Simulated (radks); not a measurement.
Ag II, 46 electrons, occupied as [Kr] 4d10. Method: scalar-relativistic Kohn-Sham, PBE, spin-polarised, spherical densities, point nucleus; computed with a radial shooting solver on a logarithmic mesh with Libxc functionals.

Normalised radial functions P(r) = r R(r), r in bohr:

```
   r/bohr * 4s (the largest magnitude, 1.17, reaches the edge; | marks zero)
 0.003382                             |  *
  0.00521                             |   *
 0.008025                             |    *
  0.01236                             |     *
  0.01904                             |     *
  0.02933                             |  *
  0.04517                           * |
  0.06958                    *        |
   0.1072                    *        |
   0.1651                             | *
   0.2543                             |              *
   0.3917                             |     *
   0.6034         *                   |
   0.9294  *                          |
    1.432                 *           |
    2.205                           * |
    3.397                             *
    5.232                             *
    8.059                             *
```

4s: eigenvalue -103.28 eV, 3 radial nodes at r = 0.0391, 0.157, 0.438 bohr, <r> = 0.913 bohr, 90 % of the charge inside 1.33 bohr.
